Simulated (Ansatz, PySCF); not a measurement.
Isomers of C2H8Si: 1 is C[SiH2]C, 2 is C([SiH3])C; one conformer of each (the lowest of an xTB search), B3LYP-D3(BJ)/def2-TZVP minima.
Isomer 1 (charge 0, multiplicity 1):
```xyz
11

C      1.56154    -0.22267     0.13485
Si    -0.05244     0.72986     0.03286
C     -1.51464    -0.43023    -0.16417
H      2.41210     0.45233     0.24686
H      1.72100    -0.81665    -0.76774
H      1.55873    -0.90366     0.98874
H     -0.00371     1.66713    -1.11961
H     -0.22701     1.54406     1.26398
H     -1.41833    -1.02730    -1.07365
H     -1.58407    -1.11684     0.68238
H     -2.45317     0.12397    -0.22451
```
Isomer 2 (charge 0, multiplicity 1):
```csv
atom,x (Å),y (Å),z (Å)
C,1.2462,0.3059,-0.8143
C,0.2619,-0.6611,-0.1444
Si,-1.3557,0.1485,0.3722
H,2.1712,-0.1991,-1.1000
H,0.8185,0.7454,-1.7180
H,1.5127,1.1277,-0.1462
H,0.0296,-1.4914,-0.8183
H,0.7184,-1.1112,0.7424
H,-1.0968,1.2483,1.3353
H,-2.2614,-0.8367,1.0131
H,-2.0445,0.7239,-0.8103
```

No zero-point or thermal terms.

The values were computed with Ansatz (Gaussian basis) for Hartree–Fock, density functionals and correlated methods; PySCF for the dispersion terms. Each number belongs to the level named beside it.

Problem. What is the computed electronic energy of isomer 2 less that of isomer 1 (revPBE-D3(BJ)/def2-TZVPP)?

Solution. 0.54 eV

Ansatz is a program for electronic structure.
